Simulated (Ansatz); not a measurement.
A run on `N[Si](O)(S)S` with other settings.

```yaml
crystal:
  periodic: [false, false, false]
  atoms:
    - {symbol: N, position_ang: [-1.490411, -0.285665, -0.476415]}
    - {symbol: Si, position_ang: [0.107361, 0.010132, 0.186398]}
    - {symbol: O, position_ang: [1.127778, -1.005246, -0.590139]}
    - {symbol: S, position_ang: [-0.172509, -0.266834, 2.176813]}
    - {symbol: S, position_ang: [0.915024, 2.008234, -0.280700]}
    - {symbol: H, position_ang: [-2.277245, -0.042302, 0.034664]}
    - {symbol: H, position_ang: [-1.513151, -0.528029, -1.531000]}
    - {symbol: H, position_ang: [0.925724, -1.882615, -0.714438]}
    - {symbol: H, position_ang: [0.789658, 0.568024, 2.669442]}
    - {symbol: H, position_ang: [1.706479, 1.503273, -1.299042]}
basis:
  gaussian: {orbitals: "6-31++G**"}
hamiltonian: {xc: {name: B97}}
```

```sh
$ ansatz run in.yaml --threads 4 --pin off --events-out ev --progress --plain --max-ram 10444MiB
```

Shortened log:

```
Functional definition: B97
1434 factors; their error is unknown
mean field evaluation 1: about -33151.9295 eV, gradient 8.0e1 eV
mean field evaluation 2: about -33126.1340 eV, gradient 1.3e2 eV
mean field evaluation 4: about -33163.8171 eV, gradient 6.5e0 eV
mean field evaluation 8: about -33163.9312 eV, gradient 1.8e-1 eV
mean field evaluation 16: about -33164.0868 eV, gradient 1.4e-4 eV
mean field -33164.08681439 eV, -1218.7577110034 hartree, gradient 3.9e-5 eV, S^2 0.000000; 0 other end points of the search recorded, 0 dependent functions left out
reference -33164.08687709 eV, -1218.7577133076 hartree; 33, 33 occupied and 104, 104 virtual orbitals, 1434 factors
Total energy: -33164.08687709 eV, -1218.7577133076 hartree
```

Run time 3.9 s (4 threads of an Arm Neoverse V1 on a shared host); peak host memory 0.37 GiB.
